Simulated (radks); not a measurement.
Values are calculated unless marked as measured or tabulated.
Task: The mean radii <r> (bohr) of the occupied orbitals of an atom or ion are listed with their occupations. Code: a radial shooting solver on a logarithmic mesh with Libxc functionals. Model: scalar-relativistic Kohn-Sham, BLYP, spin-polarised, spherical densities, point nucleus.

orbital  occ.      <r>
1s down     1  0.02507
1s up       1  0.02507
2s up       1   0.1074
2s down     1   0.1074
2p up       3  0.09424
2p down     3  0.09424
3s up       1   0.2852
3s down     1   0.2852
3p up       3   0.2832
3p down     3   0.2832
3d up       5   0.2600
3d down     5   0.2600
4s up       1   0.6542
4s down     1   0.6542
4p up       3   0.6932
4p down     3   0.6932
4d up       5   0.7678
4d down     5   0.7677
5s up       1    1.564
5s down     1    1.556
5p up       3    1.821
5p down     3    1.810
5d up       2    2.895

Name the element and its charge. Open shells, if any, are filled with parallel spins first.

Result: Z = 57, lanthanum, charge +1: La+ in [Xe] 5d2. The 1s radius gives Z: for a bare nucleus <r> = (2 gamma + 1)/(2Z) with gamma = sqrt(1 - (Z/c)^2), 0.02473 bohr for Z = 57, and screening makes it slightly larger (0.02507 here). The occupations add up to 56, and the charge is Z minus that.
